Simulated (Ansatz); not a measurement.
Consider the formal exchange of groups at a B–F bond: `NB(F)[SiH3]` + `C=C` → `C=CB(N)[SiH3]` + H–F.

Calculated with Ansatz (gas phase, PBE0-D4/def2-TZVP geometries, no zero-point term in ΔE). CCSD(T)/CBS adds triple-zeta CCSD(T) − MP2 to the extrapolated MP2 energy (def2 sets, frozen cores). This one scheme is used for every species. Functionals use def2-TZVPP. B3LYP here is the variant with VWN-RPA as its local correlation; programs differ in this. Each species was taken in one conformer, which may not be the lowest.

`NB(F)[SiH3]`:

Cartesian coordinates in Å:
```
N -1.322 -0.914 -0.387
B 0.037 -0.768 -0.126
F 0.805 -1.869 -0.178
Si 0.881 1.022 0.328
H -1.739 -1.804 -0.610
H -1.966 -0.144 -0.369
H 1.497 0.995 1.683
H 1.947 1.376 -0.650
H -0.141 2.107 0.308
```

`C=C`:

```xyz
6

C     0.330    0.208   -0.534
C    -0.330   -0.208    0.534
H     0.229    1.221   -0.908
H     1.001   -0.448   -1.080
H    -0.229   -1.221    0.909
H    -1.001    0.448    1.080
```

`C=CB(N)[SiH3]`:

Cartesian coordinates in Å:
```
C -2.243 0.449 0.170
C -1.242 -0.408 -0.035
B 0.238 0.035 -0.251
N 0.514 1.126 -1.070
Si 1.769 -0.921 0.667
H -3.259 0.121 0.371
H -2.080 1.524 0.172
H -1.475 -1.470 0.026
H 1.438 1.493 -1.221
H -0.206 1.611 -1.583
H 1.651 -0.853 2.152
H 1.800 -2.368 0.303
H 3.095 -0.340 0.298
```

H–F:

```xyz
2

F     0.128   -0.376    0.233
H    -0.128    0.376   -0.233
```

Question: Is it downhill or uphill in electronic energy at CCSD(T)/CBS, and by how much? (An estimate is asked.)

Answer: Ansatz gave: Uphill: ΔE = +1.18 eV.

Question: What do these levels give: r2SCAN-D4, PBE0-D4, B3LYP-D4, ωB97X-V, B2PLYP, HF/def2-TZVPP, SCS-MP2/def2-TZVPP, CCSD(T)/def2-TZVPP, MP2/def2-QZVPP, HF/CBS(def2), MP2/CBS(def2), CCSD/CBS(def2)? (Estimate.)

Answer: The calculation gave: r2SCAN-D4 1.28, PBE0-D4 1.18, B3LYP-D4 1.27, ωB97X-V 1.30, B2PLYP 1.32, HF/def2-TZVPP 1.53, SCS-MP2/def2-TZVPP 1.24, CCSD(T)/def2-TZVPP 1.22, MP2/def2-QZVPP 1.14, HF/CBS(def2) 1.53, MP2/CBS(def2) 1.13, CCSD/CBS(def2) 1.23 eV.

Largest T1 diagnostic among the species: 0.013.

The D4 term adds −0.11 eV with B3LYP and −0.06 eV with PBE0; it sums over pairs of atoms, weighted by their polarisabilities, and B3LYP, whose exchange is more repulsive, gets the larger term. In def2-TZVPP, CCSD(T) changes the Hartree–Fock value by −0.32 eV (the triples alone add −0.05 eV) and MP2 by −0.37 eV.
